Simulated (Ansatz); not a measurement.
Mulliken charges of CH5BClGaO (`B[CH](Cl)[GaH][OH]`) from r2SCAN/def2-TZVPP in Ansatz (PBE0-D4/def2-TZVP geometry).

```json
{"atom": "B1", "x (Å)": "1.303", "y (Å)": "-0.544", "z (Å)": "0.925", "charge (e)": "-0.105"}
{"atom": "C2", "x (Å)": "0.192", "y (Å)": "-0.664", "z (Å)": "-0.176", "charge (e)": "-0.108"}
{"atom": "Cl3", "x (Å)": "-0.219", "y (Å)": "-1.990", "z (Å)": "1.040", "charge (e)": "-0.063"}
{"atom": "Ga4", "x (Å)": "-1.210", "y (Å)": "0.715", "z (Å)": "-0.247", "charge (e)": "0.411"}
{"atom": "O5", "x (Å)": "-1.151", "y (Å)": "1.859", "z (Å)": "-1.618", "charge (e)": "-0.430"}
{"atom": "H6", "x (Å)": "1.136", "y (Å)": "0.203", "z (Å)": "1.845", "charge (e)": "0.007"}
{"atom": "H7", "x (Å)": "2.346", "y (Å)": "-1.108", "z (Å)": "0.777", "charge (e)": "0.012"}
{"atom": "H8", "x (Å)": "0.462", "y (Å)": "-1.178", "z (Å)": "-1.095", "charge (e)": "0.116"}
{"atom": "H9", "x (Å)": "-2.324", "y (Å)": "0.956", "z (Å)": "0.804", "charge (e)": "-0.026"}
{"atom": "H10", "x (Å)": "-0.451", "y (Å)": "1.700", "z (Å)": "-2.253", "charge (e)": "0.187"}
```

By hand: the dipole of these point charges (1 e Å = 4.8032 D).

Σ q r = (-0.080, -0.107, -0.096) e Å, of length 0.165 e Å = 0.79 D.

How does the dipole of the full density compare? (An estimate is asked.)

Ansatz gave: (0.039, -0.195, -0.266) e Å, 1.60 D; the point charges give 0.49 times that, at 38° from its direction.

Point charges leave out the atoms' own dipoles, such as those of lone pairs, and Mulliken's split depends on the basis, so the two needn't agree.
